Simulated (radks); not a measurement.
Removal energies from the holmium ion Ho3+, [Xe] 4f10, by Delta-SCF beside the eigenvalue of the level emptied. Calculated with a radial shooting solver on a logarithmic mesh with Libxc functionals: non-relativistic Kohn-Sham, PBE, spin-polarised, spherical densities, point nucleus. Open shells are filled with parallel spins first.

| removed from | final configuration | Delta-SCF (eV) | -eigenvalue (eV) |
|---|---|---|---|
| 4f | [Xe] 4f9 | 47.960 | 37.780 |
| 5p | [Kr] 4d10 4f10 5s2 5p5 | 59.085 | 52.338 |
| 5s | [Kr] 4d10 4f10 5s1 5p6 | 78.427 | 71.143 |
| 4d | [Kr] 4d9 4f10 5s2 5p6 | 203.61 | 192.25 |
